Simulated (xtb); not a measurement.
Br2, charge -1, doublet, geometry from GFN2-xTB (a state made from the parent by changing its charge; the spin is typed, not shown lowest), atoms displaced at random by about 0.05 Å a coordinate; GFN2-xTB in xtb 6.7.1.

Input for xtb:
```
$ xtb mol.xyz --gfn 2 --chrg -1 --uhf 1 --opt --input xcontrol --json

# file mol.xyz
2

Br    -0.00697397    -0.03181212    -1.55578087
Br     0.06039904    -0.03115939     1.48765324

# file xcontrol
$opt
  engine=lbfgs
$end
```

The log (banner, timings and long lists left out):

```
   ID    Z sym.   atoms
    1   35 Br     1, 2

           -------------------------------------------------
          |                Calculation Setup                |
           -------------------------------------------------

molecular fragmentation (1/2 indicates fragments):
12
# atoms in fragment 1/2:     1     1
 fragment masses (1/2) :       79.90       79.90
CMA distance (Bohr)    :   5.753
constraining FC (au)   :  0.0500

           -------------------------------------------------
          |                 G F N 2 - x T B                 |
           -------------------------------------------------

          ...................................................
          :                      SETUP                      :
          :.................................................:
          :  # basis functions                  20          :
          :  # atomic orbitals                  18          :
          :  # shells                            6          :
          :  # electrons                        15          :
          :  max. iterations                   250          :
          :  Hamiltonian                  GFN2-xTB          :
          :  restarted?                      false          :
          :  GBSA solvation                  false          :
          :  PC potential                    false          :
          :  electronic temp.          300.0000000     K    :
          :  accuracy                    1.0000000          :
          :  -> integral cutoff          0.2500000E+02      :
          :  -> integral neglect         0.1000000E-07      :
          :  -> SCF convergence          0.1000000E-05 Eh   :
          :  -> wf. convergence          0.1000000E-03 e    :
          :  Broyden damping             0.4000000          :
          :  net charge                         -1          :
          :  unpaired electrons                  1          :
          ...................................................

 iter      E             dE          RMSdq      gap      omega  full diag
   1     -8.4356242 -0.843562E+01  0.102E+01   11.68       0.0  T
   2     -8.4363979 -0.773718E-03  0.527E+00   11.90       1.0  T
   3     -8.4367802 -0.382307E-03  0.777E-01   12.00       1.0  T
   4     -8.4368490 -0.687665E-04  0.159E-01   12.05       1.0  T
   5     -8.4368508 -0.176342E-05  0.818E-02   12.05       1.0  T
   6     -8.4368511 -0.310782E-06  0.598E-04   12.05     118.2  T
   7     -8.4368511 -0.285105E-11  0.310E-04   12.05     227.9  T

   *** convergence criteria satisfied after 7 iterations ***

         :::::::::::::::::::::::::::::::::::::::::::::::::::::
         ::                     SUMMARY                     ::
         :::::::::::::::::::::::::::::::::::::::::::::::::::::
         :: total energy              -8.436847872176 Eh    ::
         :: gradient norm              0.000132709801 Eh/a0 ::
         :: HOMO-LUMO gap             12.047545074724 eV    ::
         ::.................................................::
         :: SCC energy                -8.436851079283 Eh    ::
         :: -> isotropic ES            0.133931188730 Eh    ::
         :: -> anisotropic ES         -0.004070267097 Eh    ::
         :: -> anisotropic XC          0.000667423340 Eh    ::
         :: -> dispersion             -0.000966651386 Eh    ::
         :: repulsion energy           0.000003207108 Eh    ::
         :: add. restraining           0.000000000000 Eh    ::
         :: total charge              -0.999999999640 e     ::
         :::::::::::::::::::::::::::::::::::::::::::::::::::::

      -----------------------------------------------------------
     |                       L-ANC optimizer                     |
      -----------------------------------------------------------
          low memory version by Sebastian Ehlert

          ...................................................
          :                      SETUP                      :
[...]
 * total energy  :    -8.4368479 Eh     change       -0.1492140E-12 Eh
   *** GEOMETRY OPTIMIZATION CONVERGED AFTER 1 CYCLES ***
         :: total energy              -8.436847872176 Eh    ::
[...]
         :: -> anisotropic XC          0.000667434701 Eh    ::
         :: -> dispersion             -0.000966651386 Eh    ::
         :: repulsion energy           0.000003207108 Eh    ::
         :: add. restraining           0.000000000000 Eh    ::
         :: total charge              -0.999999999640 e     ::
         :::::::::::::::::::::::::::::::::::::::::::::::::::::

           -------------------------------------------------
          |                Property Printout                |
           -------------------------------------------------

    * Orbital Energies and Occupations

         #    Occupation            Energy/Eh            Energy/eV
      -------------------------------------------------------------
         1        2.0000           -0.6343765             -17.2623
         2        2.0000           -0.6272392             -17.0680
         3        2.0000           -0.2310834              -6.2881
         4        2.0000           -0.2053740              -5.5885
         5        2.0000           -0.2053740              -5.5885
         6        1.9999           -0.1984111              -5.3990
         7        1.9999           -0.1984111              -5.3990
         8        1.0002           -0.1818065              -4.9472 (HOMO)
         9                          0.2609316               7.1003 (LUMO)
        10                          0.2609316               7.1003
        11                          0.2631814               7.1615
        12                          0.2631814               7.1615
        13                          0.2684758               7.3056
        14                          0.2684758               7.3056
        15                          0.2686746               7.3110
        16                          0.2686746               7.3110
        17                          0.2796728               7.6103
        18                          0.3116973               8.4817
      -------------------------------------------------------------
                  HL-Gap            0.4427381 Eh           12.0475 eV
             Fermi-level           -0.0751083 Eh           -2.0438 eV

     #   Z          covCN         q      C6AA      α(0)
     1  35 Br       0.485    -0.500   191.191    22.263
     2  35 Br       0.485    -0.500   191.191    22.263

 Mol. C6AA /au·bohr⁶  :        764.762343
 Mol. C8AA /au·bohr⁸  :      48355.150597
 Mol. α(0) /au        :         44.525150

Wiberg/Mayer (AO) data.
largest (>0.10) Wiberg bond orders for each atom

 ---------------------------------------------------------------------------
     #   Z sym  total        # sym  WBO       # sym  WBO       # sym  WBO
 ---------------------------------------------------------------------------
     1  35 Br   0.542 --     2 Br   0.542
     2  35 Br   0.542 --     1 Br   0.542
 ---------------------------------------------------------------------------

Topologies differ in total number of bonds
Writing topology from bond orders to xtbtopo.mol

molecular dipole:
                 x           y           z       tot (Debye)
 q only:       -0.050       0.059       0.064
   full:       -0.050       0.059       0.064       0.257
molecular quadrupole (traceless):
                xx          xy          yy          xz          yz          zz
 q only:        4.132       0.004       4.136      -0.270      -0.008      -8.268
  q+dip:        5.894       0.004       5.901      -0.387      -0.010     -11.794
   full:        5.249       0.004       5.255      -0.344      -0.009     -10.503

optimized geometry written to: xtbopt.xyz

           -------------------------------------------------
          | TOTAL ENERGY               -8.436847872176 Eh   |
          | GRADIENT NORM               0.000132759369 Eh/α |
          | HOMO-LUMO GAP              12.047515621301 eV   |
           -------------------------------------------------

normal termination of xtb
```
